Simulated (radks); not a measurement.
The numbers below are computed, except where a source is named.
Species: neutral bromine. Configuration: [Ar] 3d10 4s2 4p5. Level of theory: Dirac Kohn-Sham, LDA (Slater exchange, Perdew-Wang correlation), spin-unpolarised, spherical densities, point nucleus; open shells fill j = l - 1/2 first (a radial shooting solver on a logarithmic mesh with Libxc functionals). Some entries of the table are withheld. Estimate them.

orbital,occ.,eigenvalue (hartree),r(max) (bohr)
1s1/2,2,(1),(2)
2s1/2,2,-63.56364,0.1595
2p1/2,2,-57.29413,0.1252
2p3/2,4,-55.55186,0.1285
3s1/2,2,-8.71107,0.4847
3p1/2,2,-6.53087,0.4755
3p3/2,4,-6.27936,0.4842
3d3/2,4,(3),0.4280
3d5/2,6,(4),0.4308
4s1/2,2,-0.74534,1.412
4p1/2,2,(5),1.637
4p3/2,3,(6),1.673
5s1/2,0,-0.01614,5.159

Answer. 
(1) 1s1/2 eigenvalue (hartree): -488.4431
(2) 1s1/2 r(max) (bohr): 0.02795
(3) 3d3/2 eigenvalue (hartree): -2.48291
(4) 3d5/2 eigenvalue (hartree): -2.44296
(5) 4p1/2 eigenvalue (hartree): -0.30583
(6) 4p3/2 eigenvalue (hartree): -0.28712
